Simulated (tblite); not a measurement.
Problem. What does the GFN2-xTB structure of `C[Si](C)(C)OC[SiH](N)N` look like in three dimensions?

Solution. 
```
atom  x, y, z in Å
C1    -1.6305   -1.6783    1.3741
Si2   -1.3902    0.0008    0.5212
C3    -2.5853    0.2079   -0.9554
C4    -1.6792    1.4405    1.7431
O5     0.1636   -0.0712    0.0320
C6     0.9029    0.9049   -0.6909
Si7    2.6780    0.2080   -0.8218
N8     2.7375   -1.3697   -1.5333
N9     3.2417    0.2143    0.8030
H10   -1.5760   -2.4982    0.6659
H11   -0.8798   -1.8512    2.1378
H12   -2.6035   -1.7197    1.8511
H13   -2.3969   -0.5432   -1.7180
H14   -3.6231    0.1136   -0.6529
H15   -2.4705    1.1824   -1.4230
H16   -2.6984    1.4558    2.1154
H17   -1.0189    1.3634    2.6028
H18   -1.4907    2.4030    1.2744
H19    0.4351    1.0578   -1.6667
H20    0.8596    1.8593   -0.1635
H21    3.5378    1.0612   -1.6425
H22    2.6490   -1.4466   -2.5342
H23    2.1772   -2.0874   -1.0965
H24    2.5626    0.1005    1.5380
H25    4.0870   -0.2836    1.0278
```

Orientation and origin are arbitrary. Atoms count from 1 in this order. Of the pairs four or more bonds apart, O5···H24 is among the closest relative to their van der Waals radii: 2.84 Å, 104 % of the sum of Bondi's values. N8 (silicon-bound nitrogen) is pyramidal (angles 118.3°, 116.8° and 109.1°, sum 344.2°, 0.27 Å off the plane of its three neighbours). O5 (silyl ether oxygen) is bent (angle 128.1°). Si7 (SiH silicon) is distorted tetrahedral (angles from 103.8° to 113.1°).

Bonds between heavy atoms (Å): C1–Si2 1.899, Si2–C3 1.911, Si2–C4 1.910, Si2–O5 1.631, O5–C6 1.422, C6–Si7 1.912, Si7–N8 1.732, Si7–N9 1.720.

The geometry is computed with GFN2-xTB (gas phase).

Point group: C1 (no symmetry element, even within 0.4 Å). Its lowest GFN2-xTB frequency is 2 cm⁻¹, too small to tell a flat minimum from a shallow saddle. The numbers are those of one conformer (Si2–O5–C6–Si7 177°, O5–C6–Si7–N8 55°, C6–Si7–N8–H 78° and -56°, C6–Si7–N9–H 30° and 168°).

On an Arm Neoverse N1 with one thread, shared host, this took 4.7 s. This is the geometry optimisation.
